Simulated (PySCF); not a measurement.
Gas-phase reaction: 2 SnH2 + SnO2 = SnH4 + 2 SnO

Energies from PySCF, thermal terms from the rigid-rotor harmonic-oscillator model, ideal gas at 1 bar. † marks an energy on the PBE0/def2-TZVP geometry and frequencies; other levels use their own. MP2 and CCSD(T) freeze the core. All species are closed-shell singlets. Sn: scalar-relativistic def2 core potential, no spin-orbit coupling. SnH2, SnO2: computed as isolated molecules; such fragments, hydroxides, amides, oligomers or adducts are transient or little studied in the gas. MP2 isn't extrapolated to the basis-set limit; its ΔH°(298 K) is -366.5 kJ in def2-SVP and -346.3 kJ in def2-TZVPP. CCSD(T) isn't extrapolated to the basis-set limit; its ΔH°(298 K) is -334.0 kJ in def2-SVP and -314.9 kJ in def2-TZVPP. The harmonic model lacks anharmonicity and excited electronic states, which grow with temperature; levels with a mode under 35 cm⁻¹ are left out. Warning, large T1 diagnostic: SnO, SnO2 (CCSD(T)/def2-SVP†).

| level | ΔE electronic, kJ | ΔH°(298 K), kJ | ΔS°(298 K), J/K | ΔG°(800 K), kJ |
|---|---|---|---|---|
| CCSD(T)/def2-SVP† | -346 | -334 | -23 | -314 |
| MP2/def2-SVP† | -378 | -366 | -23 | -347 |
| PBE0/def2-QZVP† | -302 | -290 | -23 | -270 |
| PBE0/def2-SVP† | -311 | -299 | -23 | -279 |
| PBE0/def2-TZVP | -299 | -287 | -23 | -268 |
| ωB97M-V/def2-TZVP† | -310 | -298 | -23 | -279 |
ΔH° is lowest at MP2/def2-SVP† and highest at PBE0/def2-TZVP. No reference value is set beside these.
